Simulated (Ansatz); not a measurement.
Geometry optimisation, RKS B3LYP-D4/6-31G* (Ansatz).

Input:

```yaml
crystal:
  periodic: [false, false, false]
  atoms:
    - { symbol: Al, position_ang: [-0.9494, -0.6333, 0.0433] }
    - { symbol: F, position_ang: [-0.4998, 0.6868, -1.5403] }
    - { symbol: F, position_ang: [-0.8133, -2.1989, -0.4115] }
    - { symbol: F, position_ang: [-2.1641, -0.0548, 0.9753] }
    - { symbol: H, position_ang: [0.4172, 0.7607, -0.757] }
    - { symbol: "N", position_ang: [1.0098, 0.388, 0.3832] }
    - { symbol: H, position_ang: [1.1065, 1.1315, 1.0574] }
    - { symbol: H, position_ang: [1.893, -0.0799, 0.2495] }
basis:
  gaussian: { orbitals: "6-31G*" }
hamiltonian:
  xc: b3lyp
  dispersion: d4
relax:
  f_tol: 0.15
  max_steps: 25
  restrain:
    - { distance: [0, 5], at: 3.22, k: 30.0 }
    - { distance: [4, 1], at: 2.18, k: 30.0 }
    - { distance: [0, 1], at: 1.78, k: 30.0 }
    - { distance: [4, 5], at: 1.02, k: 30.0 }
```

Command:

```bash
$ ansatz run input.yaml --threads 2 --pin off --max-ram 3072MiB --backend cpu --events-out ev --progress --plain --runs-dir out
```

Problem. Where does it end, and by what steps?

Solution. It converged. The restraints hold the end off the free minimum. After 7 steps the energy has fallen by 0.667 eV (the restraints' own energy left out); N6 moved furthest, 0.65 Å. Parted: Al1–N6. Joined: H5–N6.

```json
{"step": "0", "energy less start (eV)": "0.0000", "largest force component (eV/Å)": "3.059", "accepted": "yes"}
{"step": "1", "energy less start (eV)": "-0.1180", "largest force component (eV/Å)": "4.655", "accepted": "yes"}
{"step": "2", "energy less start (eV)": "-0.5061", "largest force component (eV/Å)": "2.996", "accepted": "yes"}
{"step": "3", "energy less start (eV)": "-0.6156", "largest force component (eV/Å)": "1.807", "accepted": "yes"}
{"step": "4", "energy less start (eV)": "-0.6157", "largest force component (eV/Å)": "1.634", "accepted": "yes"}
{"step": "5", "energy less start (eV)": "-0.4498", "largest force component (eV/Å)": "1.583", "accepted": "no"}
{"step": "6", "energy less start (eV)": "-0.6606", "largest force component (eV/Å)": "1.355", "accepted": "yes"}
{"step": "7", "energy less start (eV)": "-0.6667", "largest force component (eV/Å)": "1.367", "accepted": "yes"}
```

```xyz
8
Properties=species:S:1:pos:R:3
Al -1.304 -0.659 -0.260
F -0.936 0.416 -1.552
F -0.861 -2.233 -0.376
F -2.198 -0.118 1.003
H 0.927 0.943 -0.543
N 1.510 0.781 0.275
H 1.038 1.049 1.129
H 1.822 -0.180 0.325
```

Time of the run: 5.8 s on 2 threads of AMD EPYC 9R45 96-Core Processor (Zen 5), on a shared host, peak memory 0.2 GiB.
